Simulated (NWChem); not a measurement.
C2H4N3 cation; SMILES c1n[nH]c[nH+]1

Results from NWChem. The geometry was optimised at PBE0/def2-SVP. Level: M06-2X/def2-SVP with COSMO at NWChem's default radii, gas-phase geometry; rows give the dielectric constant. Reactions with the solvent are ignored.

For dielectric constant 7.6:

| Item | Result |
|---|---|
| electrostatic solvation energy (kcal/mol) | -60.3 |

Question: Estimate the same quantities for dielectric constant 78.4.

Answer: 
- electrostatic solvation energy (kcal/mol) = -68.7
